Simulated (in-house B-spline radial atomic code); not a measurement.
A fraction x of an electron is removed from 5s in Cd II (Cd+), starting from [Kr] 4d10 5s1 and keeping the highest spin. Method: scalar-relativistic (X2C) PBEsol, spin-polarised, spherical fractional occupations, Fermi nucleus of rms radius 4.6087 fm. Calculated with a B-spline radial code for spherical atoms.

| x | E(x) - E(0) (eV) | 5s up level (eV) |
| --- | --- | --- |
| 0 | 0.0000 | -13.529 |
| 0.08 | 1.1065 | -14.133 |
| 0.24 | 3.4648 | -15.348 |
| 0.29 | 4.2417 | -15.729 |
| 0.43 | 6.5188 | -16.801 |
| 0.5 | 7.7136 | -17.339 |
| 0.52 | 8.0619 | -17.492 |
| 0.69 | 11.1471 | -18.805 |
| 0.8 | 13.2626 | -19.658 |
| 0.98 | 16.9271 | -21.057 |
| 1 | 17.3497 | - |

The exact functional would give a straight line between the two integer points. Deviations E(x) - E(0) - x[E(1) - E(0)], in eV: -0.281 at x = 0.08, -0.699 at x = 0.24, -0.79 at x = 0.29, -0.942 at x = 0.43, -0.961 at x = 0.5, -0.96 at x = 0.52, -0.824 at x = 0.69, -0.617 at x = 0.8, -0.076 at x = 0.98.

The curve lies below the straight line by up to 0.961 eV (at x = 0.5): convex, the delocalisation error that favours fractional charges.

Q: How well does Slater's transition state (minus the level at half occupation) give the ionisation energy?

A: It gives 17.339 eV against 17.350 eV from the two total energies; NIST lists 16.91 eV, ground level to ground level.
